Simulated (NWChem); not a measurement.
System: CBr$_{3}$F; SMILES C(F)(Br)(Br)Br

Input file for NWChem:

```
start job
memory heap 200 mb stack 900 mb global 1100 mb
geometry units angstroms noautoz
  F      0.000000     0.000000     1.765625
  C      0.000000     0.000000     0.441353
  Br     1.756799     0.532096    -0.174110
  Br    -1.339208     1.255384    -0.174110
  Br    -0.417591    -1.787480    -0.174110
end
basis spherical
  * library def2-tzvpd
end
dft
  xc m06-2x
  iterations 150
  semidirect filesize 400000000
  mulliken
end
task dft energy
```

Geometry: optimised at PBE0/def2-SVP.

Problem. What results follow from this input? (M06-2X/def2-TZVPD.) Quantities: energy (Ha); highest occupied level (eV); orbital gap (eV); dipole (D).

Solution. 
```
Property                        Value
---------------------------  --------
energy (Ha)                  -7860.52
highest occupied level (eV)     -9.56
orbital gap (eV)                 8.09
dipole (D)                       0.46
```
